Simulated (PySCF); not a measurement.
C₅H₂FNP₂.
SMILES with atom numbers: `[N:1]#[C:2][c:3]1[cH:4][p:5][c:6]([F:7])[p:8][cH:9]1`

Definitions: NICS(0) = −σiso at the ring centroid; NICS(1) = −σiso and NICS(1)zz = −σzz at ±1 Å along the ring normal z. Level: GIAO PBE0/pcSseg-1 (PySCF, non-relativistic, gas phase) on the GFN2-xTB geometry, one conformer.

Ring bond lengths (Å), with Mayer bond orders in brackets: C3–C4 1.390 (1.39), C4–P5 1.731 (1.33), P5–C6 1.741 (1.25), C6–P8 1.741 (1.25), P8–C9 1.731 (1.33), C9–C3 1.390 (1.39).

Problem. What do the NICS probes read (ppm)?

Solution. 
```json
{"ring": "C3–C4–P5–C6–P8–C9", "type": "6-membered ring with 2 P; formal bonds all aromatic", "NICS(0)": "-8.2", "NICS(1), two faces": "-10.3 / -10.3", "NICS(1)zz, two faces": "-24.1 / -24.2", "rms pucker (Å)": "0.00", "centre to ring atoms, mean (Å)": "1.60"}
```

Problem. What do they say, and how far can they be read as aromaticity?

Solution. 
- C3–C4–P5–C6–P8–C9: mean NICS(1)zz -24.2 ppm, shielded.

Problem. What does the geometric index give? HOMA = 1 − mean of α(R − Ropt)² over the ring bonds, with Krygowski's 1993 parameters (CC: Ropt 1.388 Å, α 257.7 Å⁻²; CP: Ropt 1.698 Å, α 118.91 Å⁻²).

Solution. 
- C3–C4–P5–C6–P8–C9: HOMA 0.88; the largest term is that of P5–C6, α(R − Ropt)² = 0.22.

Problem. At the second NICS(1) probe listed for ring C3–C4–P5–C6–P8–C9, 1 Å off the ring, what do the in-plane components average?

Solution. The isotropic value is a third of the trace: (3 × -10.3 − (-24.2))/2 = -3.4 ppm.

Problem. Give the inner angles of the rings and the Hirshfeld charges of the ring atoms.

Solution. 
- C3–C4–P5–C6–P8–C9: C3 127.3° (+0.013 e), C4 128.4° (-0.084 e), P5 100.6° (+0.132 e), C6 134.7° (-0.022 e), P8 100.6° (+0.132 e), C9 128.4° (-0.084 e); sum 720.0° against 720° for a flat convex ring.

Problem. How shielded are the nuclei of the rings and their hydrogens (means over atoms taken as equivalent)?

Solution. 
```
       atoms                  environment  σ isotropic (ppm)
          C3  substituted aromatic carbon               66.3
     C4 (×2)           aromatic CH carbon               16.4
     P5 (×2)     phosphorus bonded to 2 C              102.6
          C6          aromatic C–F carbon              -70.4
H on C4 (×2)            aromatic hydrogen              22.12
```
